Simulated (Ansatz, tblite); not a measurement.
Removing and adding an electron: HfO₄H₄ (the lowest singlet isomer of a short search). Total charge 0; singlet. Geometry: r2SCAN-D4/def2-SVP. Ansatz, gas phase; energy differences of separate SCF runs; the oxidised species was run as a doublet alone; the reduced species was run as a doublet alone.

```xyz
9

Hf   -0.1082    0.3494    0.1131
O    -1.3609   -1.2203   -1.0033
O     0.7177   -0.9232    1.3125
O    -0.3593   -0.4278   -1.7562
O     0.9292    1.9478   -0.1294
H    -0.9882   -2.1190   -1.0513
H     1.3780   -1.3002    1.8961
H    -1.6731    0.9694    0.9139
H     1.4647    2.7240   -0.2954
```

In the def2 sets Hf takes a core potential; there is no spin–orbit coupling. The xTB rows come from tblite. The structure holds one bond between oxygen atoms, so isomers without such links may lie far lower. HOMO above LUMO, or a gap near zero within one spin, warns that the state may not be the lowest or that an electron is smeared out. The structure comes from a short search, and lower isomers may exist.

**Question.** Estimate orbital energies and vertical ionisation energies and electron affinities at: GFN1-xTB; GFN2-xTB; PBE-D4/def2-TZVP; PBE-D4/def2-TZVPD; r2SCAN-D4/def2-TZVP; r2SCAN-D4/def2-TZVPD; PBE0-D4/def2-TZVP; PBE0-D4/def2-TZVPD.

**Answer.** 
| level | −HOMO (eV) | vertical IE (eV) | −LUMO (eV) | vertical EA (eV) | HOMO–LUMO gap (eV) | IE − EA (eV) | remarks |
| --- | --- | --- | --- | --- | --- | --- | --- |
| GFN1-xTB | 11.95 | 15.27 | 7.88 | 4.24 | 4.07 | 11.03 | – |
| GFN2-xTB | 11.18 | 14.27 | 6.59 | 4.01 | 4.59 | 10.26 | – |
| PBE-D4/def2-TZVP | 6.21 | 9.36 | 1.94 | – | 4.27 | – | – |
| PBE-D4/def2-TZVPD | 6.30 | – | 2.10 | -0.25 | 4.20 | – | HOMO above zero (-1 doublet), gap within one spin near zero (-1 doublet) |
| r2SCAN-D4/def2-TZVP | 6.56 | 9.58 | 1.58 | – | 4.97 | – | – |
| r2SCAN-D4/def2-TZVPD | 6.61 | – | 1.70 | -0.44 | 4.92 | – | HOMO above zero (-1 doublet) |
| PBE0-D4/def2-TZVP | 7.64 | 9.90 | 0.49 | – | 7.15 | – | – |
| PBE0-D4/def2-TZVPD | 7.70 | – | 0.73 | -0.54 | 6.97 | – | HOMO above zero (-1 doublet) |

   A HOMO above zero means that the electron is unbound at that level or that self-interaction error raises the level; the energy of removing that electron tells which. Raw xTB energy differences between charge states are shifted by several eV; the methods need an empirical correction for them. A negative affinity means that the extra electron isn't bound; its size then hangs on the basis.
